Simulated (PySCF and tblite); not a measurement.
Results of a calculation; reference values are marked as such.
2 regioisomers of C6H8O2:

| isomer | SMILES |
| --- | --- |
| A | [O:1]=[CH:2][C@@H:3]1[CH2:4][CH2:5][CH2:6][C:7]1=[O:8] |
| B | [O:1]=[CH:2][C@@H:3]1[CH2:4][CH2:5][C:6](=[O:7])[CH2:8]1 |

Protocol: conformer search, at most 4 conformers an isomer, GFN2-xTB geometries, energies B3LYP/def2-SVP (IEF-PCM, methanol) (D3(BJ) added where defined), weights at 298.15 K with GFN2-xTB thermal terms. Programs: PySCF with density fitting and tblite.

Question: Rank the isomers by free energy at 298.15 K.

Answer: 
```csv
isomer,ΔG (kcal/mol),"ΔE, lowest conformer",conformers,largest weight %,rms dipole (D)
B,0.0,0.0,4,35,4.52
A,1.4,0.7,2,51,3.20
```

ΔG is for one enantiomer.

The conformer set may be incomplete (the search or the number kept was capped).
